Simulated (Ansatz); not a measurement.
`O[SiH2][SiH](Cl)Cl` + HI → `Cl[SiH](Cl)I` + `O[SiH3]` at 298.15 K and 1 bar (cleavage of the Si–Si bond).

Computed with Ansatz on PBE0-D4/def2-TZVP structures; ΔE is electronic, products minus reactants. CCSD(T)/CBS is the MP2 limit (def2-TZVPP, def2-QZVPP) plus CCSD(T) − MP2 in def2-TZVPP, frozen cores. def2 core potentials past Kr. For I outer-core shells are correlated without core-valence functions, which leaves a few kJ/mol of doubt a bond. One conformer a species, not always the lowest.

```csv
species,CCSD(T)/CBS energy (Eh),H − E (kJ/mol),S (J/(mol·K))
`O[SiH2][SiH](Cl)Cl`,-1575.43809,139.5,386.8
HI,-298.03592,22.7,206.5
`Cl[SiH](Cl)I`,-1506.81701,52.0,344.2
`O[SiH3]`,-366.69042,113.6,257.8
```

H − E and S are ideal-gas, rigid-rotor, harmonic terms from PBE0-D4/def2-TZVP, for one conformer and one mirror image of each species. 1 Eh = 2625.50 kJ/mol, R = 8.31446 J/(mol·K).

By hand: ΔE, ΔH, ΔS and ΔG.

ΔE = (-1506.81701) + (-366.69042) − (-1575.43809) − (-298.03592) = -0.03342 Eh = -87.7 kJ/mol. Δ(H − E) = 52.0 + 113.6 − 139.5 − 22.7 = 3.4, so ΔH = -84.3 kJ/mol. ΔS = 344.2 + 257.8 − 386.8 − 206.5 = 8.7 J/(mol·K). ΔG = -84.3 − 298.15 × (8.7)/1000 = -86.9 kJ/mol.

By hand: the equilibrium constant, and the temperature at which ΔG would vanish if ΔH and ΔS stayed fixed.

log₁₀ K = −ΔG/(RT ln 10) = 15.2. ΔH and −TΔS have one sign here, so there is no such temperature.

The number of gas molecules stays the same, so ΔS is small and ΔH decides. A doubt of 5 kJ/mol in ΔE shifts log₁₀ K by 0.9 here. Other conformers and mirror images would add mixing entropy, several J/(mol·K) or more a flexible species. Modes under 60 cm⁻¹, often nearly free rotors, make the harmonic entropy too high. These are equilibria of isolated gas molecules and say nothing of rates. Largest T1 diagnostic: 0.011 (customary marks: 0.02 for closed shells, 0.045 for open ones).

ΔS is within the doubt of such terms, so its sign, and with it that verdict, could turn.
